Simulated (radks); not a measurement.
Results of a calculation; reference values are marked as such.
Question: Ionisation ladder of praseodymium, from Pr XLV to Pr LIX. Each ion is in the ground configuration listed by NIST, and IE = E(next ion) - E(this ion), with E = 0 for the bare nucleus. Level of theory: scalar-relativistic Kohn-Sham, BLYP, spin-polarised, spherical densities, finite nucleus; open shells are filled with parallel spins first (spin-orbit coupling, left out, can overturn this in heavy ions); Fermi nuclear charge, rms radius 4.8919 fm (a radial shooting solver on a logarithmic mesh with Libxc functionals).

| species | configuration | IE, Delta-SCF (eV) | <r> HOMO (bohr) |
|---|---|---|---|
| Pr XLV | [Ne] 3s2 3p3 | 3566.4 | 0.240 |
| Pr XLVI | [Ne] 3s2 3p2 | 3659.7 | 0.238 |
| Pr XLVII | [Ne] 3s2 3p1 | ? | 0.237 |
| Pr XLVIII | [Ne] 3s2 | 4041.9 | 0.243 |
| Pr XLIX | [Ne] 3s1 | ? | 0.242 |
| Pr L | [Ne] | ? | 0.0885 |
| Pr LI | [He] 2s2 2p5 | 9794.4 | 0.0879 |
| Pr LII | [He] 2s2 2p4 | 10042.1 | 0.0873 |
| Pr LIII | [He] 2s2 2p3 | ? | 0.0864 |
| Pr LIV | [He] 2s2 2p2 | 10640.3 | 0.0858 |
| Pr LV | [He] 2s2 2p1 | 10897.0 | 0.0853 |
| Pr LVI | [He] 2s2 | 11665.0 | 0.0978 |
| Pr LVII | [He] 2s1 | 11918.5 | 0.0973 |
| Pr LVIII | [He] | 48705 | 0.0240 |
| Pr LIX | 1s1 | 49780 | 0.0238 |

Estimate the withheld Delta-SCF values.

Answer: Pr XLVII: 3751.7 eV (NIST 3832); Pr XLIX: 4142.7 eV (NIST 4130); Pr L: 9542.6 eV (NIST 9378); Pr LIII: 10379.0 eV (NIST 10175).
